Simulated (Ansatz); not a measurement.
One geometry of [WSF4]- (WSF₄⁻), several levels of theory.

```yaml
crystal:
  periodic: [false, false, false]
  atoms:
    - {symbol: W, position_ang: [0.000165, -0.000256, 0.071002]}
    - {symbol: S, position_ang: [0.005316, -0.008121, 2.229581]}
    - {symbol: F, position_ang: [1.819481, 0.013778, -0.579900]}
    - {symbol: F, position_ang: [-0.013040, 1.823340, -0.568032]}
    - {symbol: F, position_ang: [-1.822216, -0.009581, -0.571303]}
    - {symbol: F, position_ang: [0.010294, -1.819159, -0.581347]}
basis:
  gaussian: {orbitals: def2-TZVPD, initial_orbitals: start.molden}
total_charge: -1
magnetization: {spin_polarized: true, initial_magnetization: 1}
hamiltonian: {xc: pbe, dispersion: d4}
scf: {omitted_lower_state_checks: [starts]}
output: {orbitals: {seedname: orbitals}}
```

The file start.molden holds the orbitals of an earlier run on this structure, at another level or in another basis.

```sh
$ ansatz run in.yaml --threads 4 --pin off --events-out ev --progress --plain --max-ram 4787MiB
```

It prints (some lines left out):

```
Functional definition: PBE
  name "PBE"
  cite "Perdew, Burke & Ernzerhof, Phys. Rev. Lett. 77, 3865 (1996) doi:10.1103/PhysRevLett.77.3865"
  parent pbe
  parameter kappa = 0.804
  parameter beta = 0.06672455060314922
  exchange = pbe_x(kappa = kappa, mu = beta*pi^2/3)
  correlation = pbe_c(beta = beta)
these checks for a lower state are left out or cut short: starts
1427 factors; their error is unknown
mean field evaluation 1: about -23529.9095 eV, gradient 9.8e0 eV
mean field evaluation 2: about -23530.1473 eV, gradient 2.8e-1 eV
mean field evaluation 4: about -23530.1382 eV, gradient 8.4e-2 eV
mean field evaluation 8: about -23530.1382 eV, gradient 2.0e-5 eV
mean field -23530.13821750 eV, -864.7166301925 hartree, gradient 2.0e-5 eV, S^2 0.755766; 0 other end points of the search recorded, 0 dependent functions left out
reference -23530.13828123 eV, -864.7166325345 hartree; 34, 33 occupied and 215, 216 virtual orbitals, 1427 factors
Total energy: -23530.31741329 eV, -864.7232155166 hartree
Checks for a lower state left out: starts
```

It took 2.4 s on 4 threads of Intel Xeon 6975P-C on a shared host.

First input, but with `hamiltonian: {xc: {name: revPBE}, dispersion: d4}` (abridged; 2.5 s):

```
Functional definition: revPBE
mean field -23539.81099791 eV, -865.0720983163 hartree, gradient 2.2e-5 eV, S^2 0.756517
Total energy: -23540.25276013 eV, -865.0883327783 hartree
Checks for a lower state left out: starts
```

The first input with `hamiltonian: {xc: {name: BHLYP}, dispersion: d4}` (abridged; 6.5 s):

```
Functional definition: BHLYP
mean field -23535.43955421 eV, -864.9114507231 hartree, gradient 2.3e-5 eV, S^2 0.758305
Total energy: -23535.70020944 eV, -864.9210296263 hartree
Checks for a lower state left out: starts
```

The first input with `correlation: {method: mp2}` and without the key `hamiltonian` (abridged; 4.9 s):

```
Functional definition: HF
mean field -23461.11450026 eV, -862.1800553701 hartree, gradient 3.0e-6 eV, S^2 0.779557
9 core orbitals not correlated: weight in the atoms' cores, before any rotation towards them, 1.000 or more for the frozen orbitals, at most 0.000 for the correlated occupied ones
second order -43.35342765 eV of doubles, -0.00000000 eV of singles
Total energy: -23504.46792792 eV, -863.7732644504 hartree
Checks for a lower state left out: starts
```

Geometry: r2SCAN-D4/def2-SVPD.

In the def2 sets W takes a core potential; there is no spin–orbit coupling. Correlated methods freeze 9 core orbitals; core or outer-core shells of W are correlated, in sets that lack core-valence functions. At PBE-D4/def2-TZVPD, revPBE-D4/def2-TZVPD the highest occupied level of the charge -1 doublet lies above zero (up to 0.85 eV). By energy differences its removal costs 2.97 eV (vertical, to the charge 0 singlet, at PBE0-D4/def2-TZVPD). No other spin state of charge -1 was run.
